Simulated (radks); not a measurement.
Results of a calculation; reference values are marked as such.
Question: The mean radii <r> (bohr) of the occupied orbitals of an atom or ion are listed with their occupations. Level of theory: non-relativistic Kohn-Sham, PBE, spin-polarised, spherical densities, point nucleus (a radial shooting solver on a logarithmic mesh with Libxc functionals).

| orbital | occ. | <r> |
|---|---|---|
| 1s up | 1 | 0.08155 |
| 1s down | 1 | 0.08155 |
| 2s up | 1 | 0.3900 |
| 2s down | 1 | 0.3900 |
| 2p up | 3 | 0.3514 |
| 2p down | 3 | 0.3514 |
| 3s up | 1 | 1.276 |
| 3s down | 1 | 1.274 |
| 3p up | 3 | 1.438 |
| 3p down | 3 | 1.433 |
| 4s up | 1 | 4.947 |

Name the element and its charge. Open shells, if any, are filled with parallel spins first.

Answer: Z = 19, potassium, charge 0: K in [Ar] 4s1. The 1s radius gives Z: for a bare nucleus <r> = 1.5/Z, 0.07895 bohr for Z = 19, and screening makes it slightly larger (0.08155 here). The occupations add up to 19, and the charge is Z minus that.
